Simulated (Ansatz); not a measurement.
# Low-lying states of CaF

Computed with Ansatz's Gaussian-basis code (development build). State-averaged CASSCF with equal weights; occupations are averaged over the states; levels count from the state that is lowest in CASSCF. A minimal or small basis: far from the basis limit. Solutions may break the symmetry of the shape. No proof that the lowest CASSCF solution was found. The average may hold one member of a degenerate pair alone.

Geometry: bond length 2.9505 Å. A bond is stretched, to 1.27 times the sum of the covalent radii.

Basis def2-SVP, nonrelativistic, 10 orbitals frozen in the corrections; active space CAS(7,7). Averaged: 2 doublets.

CASSCF levels: doublet 0.00, doublet 2.85 eV.

Problem. How does SC-NEVPT2 move them?

Solution. doublet 0.00, doublet 2.71 eV, in the same order of listing. The lowest state stays.
